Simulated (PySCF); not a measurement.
**Computed properties of PbCl₂, SMILES [Cl][Pb][Cl]**

PbCl2, SMILES [Cl][Pb][Cl] (connectivity only; charge and spin as stated), neutral, multiplicity 1. The structure is a stationary point at ωB97X-D3(BJ)/def2-TZVP. The isomer is the one that the SMILES or the coordinates give; other isomers of the formula were not compared. The def2 effective core potentials stand for the cores of Pb; spin–orbit coupling is left out. Other conformers were not sampled. All values are computed for the isolated molecule unless a solvent is named; none is compared with measurement here.

**Structure.** The optimised structure has C2v symmetry. All 3 harmonic modes at ωB97X-D3(BJ)/def2-TZVP (PySCF) are real, so it is a minimum. With heavy atoms numbered as in [Pb:1]([Cl:2])[Cl:3], the shortest bond between them is Pb1–Cl2 at 2.438 Å and the longest Pb1–Cl3 at 2.438 Å.

**Vibrations.** The strongest infrared lines (harmonic, unscaled, degenerate partners summed) lie at 321 cm⁻¹ (99 km/mol, Cl 84 %, Pb 16 %), 341 cm⁻¹ (50 km/mol, Cl 86 %, Pb 14 %), 105 cm⁻¹ (3 km/mol, Cl 88 %, Pb 12 %). The softest mode is at 105 cm⁻¹ and the zero-point energy is 1.1 kcal/mol.

**Electronic structure.** ωB97X/def2-TZVPD (PySCF) places the frontier levels at -10.42 and -1.37 eV, a gap of 9.05 eV, and gives a dipole moment of 4.61 D and a mean polarisability of 70.6 bohr³.

**Excitations.** TDDFT-ωB97X/def2-SVPD (PySCF) has S1 at 4.11 eV (302 nm, f = 0.020, weak); the most intense of the 10 singlets computed lies at 6.53 eV (f = 0.24). T1 (TDA) is at 3.60 eV. No vertical singlet excitation falls in the visible range (under 3.1 eV).
